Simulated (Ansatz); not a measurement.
BH4NO (SMILES NBO) moved off its minimum; all values from Ansatz (an electronic-structure program), cores frozen in correlated methods.
(charge 0, multiplicity 1)
```xyz
7

B     -0.3656    -0.3447     0.2077
H     -1.1781    -1.1137     0.6071
O      0.9425    -0.7205     0.4869
H      1.5949     0.0112     0.1571
N     -0.7404     0.7628    -0.6178
H     -1.6392     1.0457    -0.7681
H     -0.0626     1.4904    -0.8859
```

Forces at MP2/cc-pVTZ (eV/Å):

| atom | Fx | Fy | Fz |
|---|---|---|---|
| B1 | 0.138 | -0.127 | -0.631 |
| H2 | -0.200 | 0.142 | 0.027 |
| O3 | 1.398 | 2.668 | -0.966 |
| H4 | -1.740 | -2.163 | 0.895 |
| N5 | 3.677 | -0.312 | 0.788 |
| H6 | -2.633 | 0.597 | -0.312 |
| H7 | -0.639 | -0.804 | 0.200 |

Q: Give the forces (eV/Å), the total energy and the dipole at CCSD(T)/cc-pVTZ.

A: 
```
atom      Fx      Fy      Fz
----  ------  ------  ------
B1     0.191  -0.131  -0.613
H2    -0.261   0.087   0.054
O3     1.386   2.657  -0.965
H4    -1.717  -2.140   0.885
N5     3.649  -0.340   0.776
H6    -2.667   0.611  -0.317
H7    -0.582  -0.744   0.180
```
Energy -157.0751 hartree, dipole 2.90 D.
